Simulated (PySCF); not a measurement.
Relaxation of singlet AsF₄⁺

Level of theory: PBE0 in PySCF with As def2-SVP, F def2-SVP; no relativity; density-fitted integrals. A (50,194) grid was used.

A hand-made see-saw start, of C2v symmetry, held to at least that symmetry:

Coordinates in bohr (charge 1 multiplicity 1):
```
As    0.0000    0.0000   -0.6062
F     0.0000    3.4130   -0.3077
F     0.0000   -3.4130   -0.3077
F     2.6999    0.0000    1.5031
F    -2.6999    0.0000    1.5031
```

Q: What forces act on the atoms at the start (eV/Å)?

A: 
```
atom     Fx     Fy     Fz
 As1   0.00   0.00   9.41
  F2   0.00  -2.38  -2.09
  F3   0.00   2.38  -2.09
  F4  -2.15   0.00  -2.61
  F5   2.15   0.00  -2.61
```

Q: What does it relax to?

A: It ends at Td with As–F 1.646 Å (×4); F–As–F 109.5° (×6) (after a last refinement on a finer grid). A frequency run shows a minimum.

Q: How much energy is released, and in how many steps?

A: 411.7 kJ/mol in 9 steps.

The relaxation took 14 s on 2 threads of a shared Arm Neoverse V2 host, with 88 basis functions and 10 gradients; the process peaked at 0.69 GiB. Launch command: `OMP_NUM_THREADS=2 python axn.py task.json out`.
